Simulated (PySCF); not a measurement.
C3H9O2Si (SMILES CO[Si](C)(C)[O]), doublet, at a GFN2-xTB geometry, atoms displaced at random by about 0.08 Å a coordinate. Base run: TPSS/STO-3G, gradient in PySCF.

Input for PySCF:
```python
from pyscf import gto, scf, dft

mol = gto.Mole()
mol.atom = '''
    C     2.349381   -0.317800   -0.252746
    O     1.046659   -0.238082   -0.600667
    Si   -0.280227    0.156767    0.217628
    C    -1.288438    1.228145   -0.817739
    C    -1.517092   -1.487097   -0.043648
    O    -0.210841    0.491500    1.636161
    H     2.450753    0.139995    0.850833
    H     2.766958   -1.295792   -0.208642
    H     2.741141    0.300379   -0.740161
    H    -2.298421    1.318228   -0.604097
    H    -1.208770    0.722131   -2.013454
    H    -0.720175    2.168879   -0.870299
    H    -0.988901   -2.222999    0.573848
    H    -2.576727   -1.240984    0.145281
    H    -1.328116   -1.826500   -1.001926
'''
mol.basis = 'sto-3g'
mol.charge = 0
mol.spin = 1
mol.verbose = 4
mol.build()

mf = dft.UKS(mol)
mf.xc = 'tpss'
mf.kernel()
g = mf.nuc_grad_method()
grad = g.kernel()
```

The coordinate followed is x of atom 11.

The base run was repeated with changes; each row names its change, and settings that it needs were set with it.

```tsv
change	dE/dx (Eh/bohr)	net force (Eh/bohr)
base	0.007310	0.000110
grids.level = 5; grid_response = on	0.007311	0.000000
grids.level = 0; grid_response = off	0.007183	0.022224
conv_tol = 1e-11	0.007310	0.000110
finite difference step (bohr) = 1e-3; conv_tol = 1e-11	0.007319	-
grids.level = 1; grid_response = off	0.007326	0.001381
density fitting = on; auxbasis_response = off	0.007308	0.002014
grids.level = 1; grid_response = on	0.007316	0.000000
finite difference step (bohr) = 1e-4; conv_tol = 1e-11	0.007319	-
grids.level = 0; grid_response = on	0.007767	0.000000
finite difference step (bohr) = 0.01; conv_tol = 1e-11	0.007319	-
finite difference step (bohr) = 0.05; conv_tol = 1e-11	0.007317	-
```

The net force is zero for an exact gradient.

Open shells are given as the SCF converged; they aren't shown to be the lowest states, and a large step between rows can be another state.
